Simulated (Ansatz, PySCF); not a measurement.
Noncovalent pair: H2O (SMILES O) (first 3 atoms) with HF (SMILES F); geometry from B3LYP-D3(BJ)/def2-TZVP.
(charge 0, multiplicity 1):
```xyz
5

O     -0.08492    -0.27219     0.32202
H      0.72395    -0.75194     0.11141
H     -0.11087     0.48919    -0.26825
F     -0.26856     0.38243     2.86667
H     -0.23814     0.12511     1.95839
```

Basis-set superposition error: the interaction energy with monomers in their own basis, and in the dimer's basis (counterpoise).

The values were computed with Ansatz (a program for electronic structure) with Gaussian orbitals; PySCF for 6-31G* rows, M06-2X. Values without a source in brackets are computed.

| level | uncorrected (meV) | counterpoise (meV) | difference |
|---|---|---|---|
| HF/6-31G* | -417.2 | -368.6 | 48.5 |
| B97M-V/def2-TZVPPD | -403.9 | -401.7 | 2.1 |
| PBE0/def2-TZVPPD | -419.3 | -417.4 | 1.9 |
| BHLYP/def2-TZVPPD | -424.8 | -423.0 | 1.8 |
| M06-2X/def2-TZVPPD | -415.4 | -412.9 | 2.5 |
| wB97X-V/def2-TZVPPD | -407.3 | -405.3 | 2.0 |
| wB97M-V/def2-TZVPPD | -403.1 | -401.1 | 2.0 |
| B2PLYP/def2-TZVPPD | -399.7 | -390.2 | 9.6 |
| SCS-MP2/aug-cc-pVDZ | -379.6 | -325.1 | 54.4 |
| CCSD(T)/aug-cc-pVTZ | -405.6 | -378.5 | 27.1 |

The error is largest for SCS-MP2/aug-cc-pVDZ (54.4 meV) and smallest for BHLYP/def2-TZVPPD (1.8 meV).
